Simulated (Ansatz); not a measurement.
Reaction (redistribution): `[CH3][Al]([F])[SH]` + `FC(F)(F)C1=CC(C(F)(F)F)=[O+][Al-]([F])([Cl])[O]1` → `[CH3][Al-]1([F])[O]C(C(F)(F)F)=CC(C(F)(F)F)=[O+]1` + `[F][Al]([SH])[Cl]`

Gas-phase electronic energies from Ansatz, PBE0-D4/def2-TZVP geometries. CCSD(T)/CBS is the MP2 limit (def2-TZVPP, def2-QZVPP) plus CCSD(T) − MP2 in def2-TZVPP, frozen cores. DFT in def2-TZVPP. One conformer a species, not always the lowest.

Is it downhill or uphill in electronic energy at CCSD(T)/CBS, and by how much? (Estimate.)

The calculation gave: Nearly level: ΔE = 0.0 kJ/mol.

What do these levels give: LDA (SPW92), BLYP-D4, r2SCANh-D4, CAM-B3LYP-D4, BHLYP, CAM-B3LYP, LC-ωPBE, HF/def2-TZVPP, CCSD/def2-TZVPP, HF/def2-QZVPP, MP2/def2-QZVPP, CCSD/CBS(def2)? (Estimate.)

Computed: LDA (SPW92) 0.3, BLYP-D4 0.5, r2SCANh-D4 1.0, CAM-B3LYP-D4 0.3, BHLYP 0.0, CAM-B3LYP -0.1, LC-ωPBE 0.9, HF/def2-TZVPP 1.2, CCSD/def2-TZVPP 0.0, HF/def2-QZVPP 1.9, MP2/def2-QZVPP 0.0, CCSD/CBS(def2) 0.1 kJ/mol.

Largest T1 diagnostic among the species: 0.015.

Leaving LDA and LC-ωPBE aside and taking each functional with its dispersion term where it has one, the values, not all of them listed here, spread over 1.6 kJ/mol, from B2PLYP to revPBE-D4. At CCSD(T), def2-SVP lies −5.0 kJ/mol from the extrapolated value and def2-TZVPP −0.1 kJ/mol.
